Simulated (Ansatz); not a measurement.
`O=C([SiH3])S` + `[AsH3]` → `O=C([SiH3])[AsH2]` + H₂S  (substitution at a C–S bond)

Gas-phase electronic energies from Ansatz, PBE0-D4/def2-TZVP geometries. CCSD(T)/CBS adds triple-zeta CCSD(T) − MP2 to the extrapolated MP2 energy (def2 sets, frozen cores). This one scheme is used for every species. DFT in def2-TZVPP. B3LYP here is the variant with VWN-RPA as its local correlation; programs differ in this. For As outer-core shells are correlated without core-valence functions, which leaves a few kJ/mol of doubt a bond. Scalar relativity is left out up to krypton. One conformer a species, not always the lowest.

Q: Is it downhill or uphill in electronic energy at CCSD(T)/CBS, and by how much? (An estimate is asked.)

A: Ansatz gave: Uphill: ΔE = +0.24 eV.

Q: What do these levels give: B3LYP-D4, PBE, PBE0, HF/def2-TZVPP, CCSD(T)/def2-TZVPP, HF/CBS(def2)? (Best estimate.)

A: Ansatz gave: B3LYP-D4 0.28, PBE 0.35, PBE0 0.32, HF/def2-TZVPP 0.25, CCSD(T)/def2-TZVPP 0.23, HF/CBS(def2) 0.25 eV.

Largest T1 diagnostic among the species: 0.017.
